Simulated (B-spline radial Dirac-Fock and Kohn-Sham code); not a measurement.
K-line shifts caused by a second vacancy in Dy⁵⁺

System: the Dy⁵⁺ ion in the configuration [Kr] 4d10 4f8 5s2 5p5.

Input of the calculation (task.json; shells as n, l, electrons):

```json
{"items": [{
  "Z": 66,
  "q": 5,
  "cfg": [[1, 0, 2], [2, 0, 2], [2, 1, 6], [3, 0, 2], [3, 1, 6], [3, 2, 10], [4, 0, 2], [4, 1, 6], [4, 2, 10], [4, 3, 8], [5, 0, 2], [5, 1, 5]],
  "A": 164,
  "rrms": 5.2218,
  "do": ["binding", "quiet", "double"]
}]}
```

Command: `python xray_run.py task.json out`

Calculated with a B-spline atomic structure program, using Dirac-Fock ΔSCF + Breit + QED. Each two-hole energy is an average over J within one jj subconfiguration, not an observable level; in light atoms, where LS coupling holds, the j-resolved values are not observed lines, and for a K spectator the Kα1 hypersatellite is nearly forbidden. The model has no electron correlation.

Lines without a spectator: Kα2 (K-L2) 45203.7 eV, Kα1 (K-L3) 45994.6 eV, Kβ3 (K-M2) 51937.6 eV, Kβ1 (K-M3) 52104.4 eV. Shifts in eV with one spectator hole (a dash: not computed, or left out as unreliable):

| spectator hole | Kα2 | Kα1 | Kβ3 | Kβ1 |
| --- | --- | --- | --- | --- |
| K (1s) | +830.9 | +879.6 | +1071.2 | +1082.3 |
| L2 (2p1/2) | +101.2 | +133.0 | – | +263.3 |
| L3 (2p3/2) | +84.3 | +89.3 | +211.1 | – |
| M2 (3p1/2) | – | +19.52 | +39.9 | +47.4 |
| M3 (3p3/2) | +11.93 | – | +36.3 | +36.4 |
| M4 (3d3/2) | +3.76 | +0.38 | – | – |
| M5 (3d5/2) | -0.96 | +2.32 | – | – |

Run: 68 s of CPU time on 1 thread of Neoverse-N1 (shared host), peak memory 0.51 GiB.
